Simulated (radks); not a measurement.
Results of a calculation; reference values are marked as such.
Pb35+, configuration [Kr] 4d10 5s1 (not the ground configuration). Level of theory: scalar-relativistic Kohn-Sham, r2SCAN, spin-polarised, spherical densities, finite nucleus; open shells are filled with parallel spins first (spin-orbit coupling, left out, can overturn this in heavy ions); meta-GGA in the generalised Kohn-Sham scheme; Fermi nuclear charge, rms radius 5.5012 fm (a radial shooting solver on a logarithmic mesh with Libxc functionals).

Unscreened Slater integrals over Kohn-Sham orbitals (cm^-1). They are taken over the spin-up orbitals.

\begin{tabular}{lr}
integral & value \\ \hline
F0(5s,5s) & 301310 \\
F0(5s,4d) & 357890 \\
G2(5s,4d) & 41067 \\
F0(5s,4p) & 358530 \\
G1(5s,4p) & 36085 \\
F0(5s,4s) & 361730 \\
G0(5s,4s) & 26389 \\
F0(4d,4d) & 516460 \\
F2(4d,4d) & 263820 \\
F4(4d,4d) & 179470 \\
F0(4d,4p) & 517830 \\
F2(4d,4p) & 266100 \\
G1(4d,4p) & 332150 \\
G3(4d,4p) & 212350 \\
F0(4d,4s) & 528750 \\
G2(4d,4s) & 264720 \\
F0(4p,4p) & 520520 \\
F2(4p,4p) & 271820 \\
F0(4p,4s) & 531340 \\
G1(4p,4s) & 358850 \\
F0(4s,4s) & 543300 \\
\end{tabular}
